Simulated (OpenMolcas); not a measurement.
# Ni2+ in K2NaGaF6

Ni2+ with its 6 nearest fluoride ions at 1.978 Å, on the Ga site of K2NaGaF6 (a = 8.246 Å, distance in the model lattice 1.938 Å). The rest of the host is ab initio model potentials to 7.6 Å, with orthogonalisation functions on the cations behind the ligands, and point charges beyond; the distance is set by hand and nothing relaxes, and no local charge compensation is placed. Ligand basis ANO-RCC-VDZP.
```
Ni    0.0000    0.0000    0.0000
F     1.9780    0.0000    0.0000
F     0.0000    1.9780    0.0000
F    -1.9780    0.0000    0.0000
F     0.0000   -1.9780    0.0000
F     0.0000    0.0000    1.9780
F     0.0000    0.0000   -1.9780
```

| Property | Result |
| --- | --- |
| Program | OpenMolcas |
| Method | SS-CASPT2, IPEA 0.25 Eh, imaginary shift 0.1 Eh (closed shells correlated: 3s 3p and the ligand valence shells) |
| Basis | ANO-RCC-VTZP [6s5p3d2f1g] |
| Scalar Hamiltonian | DKH2, point nucleus |
| Active space | 8 electrons in 5 orbitals (3d) |
| State averaging | 2S+1 = 3 even, 10 roots; 2S+1 = 1 even, 15 roots |
| Spin-orbit coupling | RASSI with atomic mean-field integrals over the reference wave functions |

The lowest spin-free states (labels of O, the rotations of Oh), above the lowest:

```tsv
State	Degeneracy	E (cm-1)	Free-ion L (%)
3A2	1	0	F (100)
3T2	3	9580	F (100)
1E	2	14340	D (82)
3T1	3	15080	F (97)
1T2	3	23060	D (91)
1A1	1	24810	G (97)
3T1	3	26440	P (97)
1T1	3	30120	G (100)
1E	2	36960	G (82)
1T2	3	37170	G (91)
1A1	1	61410	S (97)
```

The lowest levels with spin-orbit coupling:

```
E (cm-1)  Degeneracy  Label      2S+1
       0           3     T2         3
    9250           2      E         3
    9440           3     T1         3
    9840           3     T2         3
   10010           1     A2         3
   14080           2      E  1 (79 %)
   14210           1     A1         3
   14780           3     T1         3
   15690           3     T2         3
   16210           2      E  3 (81 %)
   22920           3     T2         1
   24950           1     A1         1
   26290           2      E         3
   26540           3     T2         3
   26850           3     T1         3
   27090           1     A1         3
   30250           3     T1         1
   37100           2      E         1
   37300           3     T2         1
   61590           1     A1         1
```

Powder χT (cm3 K/mol): 1.26 at 2 K, 1.26 at 10 K, 1.27 at 50 K, 1.28 at 100 K, 1.3 at 200 K, 1.32 at 300 K. The effective moment at 300 K is 2.828 √(χT) = 3.25 μB.

The lowest level has 2S+1 = 3, for which the spin-only value is χT = S(S+1) / 2 = 1.000 cm3 K/mol (g = 2). The computed 1.317 at 300 K differs by +0.317, through orbital momentum, spin-orbit coupling and any other state in reach.

Roots that are degenerate in the reference are averaged as groups; the widest CASPT2 spread within a group is 56 cm-1 (the 3-fold group of multiplicity 3 near 9580 cm-1 above the lowest state of its run). Shifts and gaps below about the spread of the groups concerned are not significant. Over all roots computed the reference weight is 0.72 to 0.73; a low but even weight reflects the number of correlated electrons. A single d shell leaves out the double-shell effect, which counts most for late 3d ions, where the CASPT2 field can be off either way by tens of per cent. Ligand-to-metal charge-transfer states are missing. These CASPT2 states fit no ligand-field parameters well, so their order and spin gaps are uncertain. For late 3d ions with one d shell CASPT2 can put B and the spin-flip bands somewhat low as well as high. With one d shell and no ligand orbital active, 10Dq can be off by tens of per cent for divalent 3d ions, low with halides held by bare charges and at times high in hosts, and the orbital part of g and χT goes as 1/10Dq. Free-ion shares, where given, are those of the reference states; single-state CASPT2 does not remix them. No measured value stands beside these numbers; the geometry was set by hand and not optimised.
